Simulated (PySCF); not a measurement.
## The second ionisation energy along group 14

All values are computed (PySCF 2.14, energy differences of UHF-based or UKS calculations, no spin-orbit coupling). Values in eV. The last column holds reference values (NIST; (s) semi-empirical, (t) theoretical, else measured). Unmarked ones compare directly (S terms, centres of terms, or small fine structure); those marked * lie between the lowest fine-structure levels and include a spin-orbit shift.

| element | configurations | MP2 (valence) | SCS-MP2 (valence) | CCSD (valence) | CCSD (valence and next inner shell) | LDA | PBE | reference |
| --- | --- | --- | --- | --- | --- | --- | --- | --- |
| C (ANO-RCC-VTZP, spin-free X2C) | [He] 2s2 2p1 → [He] 2s2 | 24.387 | 24.347 | 24.221 | 24.250 | 24.775 | 24.866 | 24.378 |
| Si (ANO-RCC-VTZP, spin-free X2C) | [Ne] 3s2 3p1 → [Ne] 3s2 | 16.099 | 16.087 | 16.213 | n/a | 16.346 | 16.395 | 16.322 |
| Ge (ANO-RCC-VTZP, spin-free X2C) | [Ar] 3d10 4s2 4p1 → [Ar] 3d10 4s2 | 15.425 | 15.406 | 15.505 | 15.567 | 15.938 | 15.803 | 15.789 |
| Sn (ANO-RCC-VTZP, spin-free X2C) | [Kr] 4d10 5s2 5p1 → [Kr] 4d10 5s2 | 13.941 | 13.929 | 14.009 | 14.128 | 14.422 | 14.225 | 14.282 |
| Pb (ANO-RCC-VTZP, spin-free X2C) | [Xe] 4f14 5d10 6s2 6p1 → [Xe] 4f14 5d10 6s2 | 13.416 | 13.405 | 13.466 | 13.652 | 13.947 | 13.728 | 13.869 |

Problem. Which of these methods has the smallest mean absolute error against the measured values here?

Solution. PBE, with 0.155 eV.

```tsv
method	elements	mean error (eV)	mean absolute error (eV)	largest error (eV)
MP2 (valence)	5	-0.274	0.278	-0.452
SCS-MP2 (valence)	5	-0.293	0.293	-0.463
CCSD (valence)	5	-0.245	0.245	-0.403
CCSD (valence and next inner shell)	4	-0.180	0.180	-0.222
LDA	5	0.158	0.158	0.397
PBE	5	0.076	0.155	0.488
```

Errors include the incompleteness of the basis and the frozen core.

"Valence" correlates the outer s and p shells and, in groups 3 to 12 and the f block, the outer d or f shell, open or full, or the next shell where the ion has no valence electron left; the wider scheme adds the next inner shell.
